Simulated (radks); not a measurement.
Species: Gd+. Configuration: [Xe] 4f7 5d1 6s1 (the NIST ground configuration).

All-electron calculation, scalar-relativistic Kohn-Sham, AM05, spin-polarised, spherical densities, point nucleus; open shells are filled with parallel spins first (spin-orbit coupling, left out, can overturn this in heavy ions). Program: a radial shooting solver on a logarithmic mesh with Libxc functionals.

Energy parts (hartree):
| part | energy |
|---|---|
| total | -11263.9933 |
| kinetic | 12093.9095 |
| electron-nucleus | -27472.0082 |
| Hartree | 4355.6379 |
| exchange-correlation | -241.5326 |

Orbitals (lengths in bohr, moments of r in powers of bohr; <r^-3> diverges for s and p1/2; r(max) is where P^2 peaks):
orbital  occ.  eigenvalue (hartree)   <1/r>   r(max)  <r^-3>      <r>
1s up       1             -1839.888   71.62  0.01393       -  0.02192
1s down     1             -1839.888   71.62  0.01393       -  0.02192
2s up       1             -303.9939   16.61  0.07905       -  0.09333
2s down     1             -303.9892   16.61  0.07905       -  0.09333
2p up       3             -270.6112   15.51  0.06396   11410  0.08240
2p down     3             -270.6077   15.51  0.06396   11410  0.08240
3s up       1             -67.56922   6.091   0.2245       -   0.2447
3s down     1             -67.46824   6.097   0.2244       -   0.2445
3p up       3             -57.22986   5.727   0.2203    2391   0.2433
3p down     3             -57.12934   5.734   0.2201    2397   0.2430
3d up       5             -43.55919   5.436   0.1800   322.7   0.2214
3d down     5             -43.48088   5.442   0.1799   323.6   0.2211
4s up       1             -13.84489   2.571   0.5158       -   0.5532
4s down     1             -13.62217   2.570   0.5156       -   0.5532
4p up       3             -10.43574   2.364   0.5383   536.4   0.5856
4p down     3             -10.21464   2.362   0.5382   535.3   0.5857
4d up       5              -5.72157   2.083   0.5591   60.54   0.6362
4d down     5              -5.50202   2.080   0.5589   60.30   0.6371
5s up       1              -2.10467   1.003    1.191       -    1.325
5s down     1              -1.97657  0.9848    1.204       -    1.344
5p up       3              -1.26904  0.8461    1.348   75.22    1.549
5p down     3              -1.16613  0.8280    1.368   70.77    1.575
4f up       7              -0.61900   1.534   0.5661   8.196   0.8529
4f down     0              -0.41921   1.493   0.5691   7.835   0.8958
6s up       1              -0.36136  0.3515    3.174       -    3.576
5d up       1              -0.33213  0.5172    1.912   3.491    2.517
5d down     0              -0.26322  0.4945    1.951   3.112    2.654

The highest occupied level is 5d up at -9.038 eV. The configuration is held as typed, so some empty levels lie below it. For comparison, the ionisation energy in NIST's Atomic Spectra Database is 12.08 eV (semi-empirical). In exact Kohn-Sham theory the highest level is minus the ionisation energy, but local and semilocal functionals leave it too shallow, through self-interaction and a potential that decays too fast; potentials with the right tail come closer. The density falls to 0.001 e/bohr^3 at r = 4.55 bohr. Summed over all electrons, <r^2> = 58.06 bohr^2, which gives a Langevin (diamagnetic) susceptibility term of -46 x 10^-6 cm^3/mol.
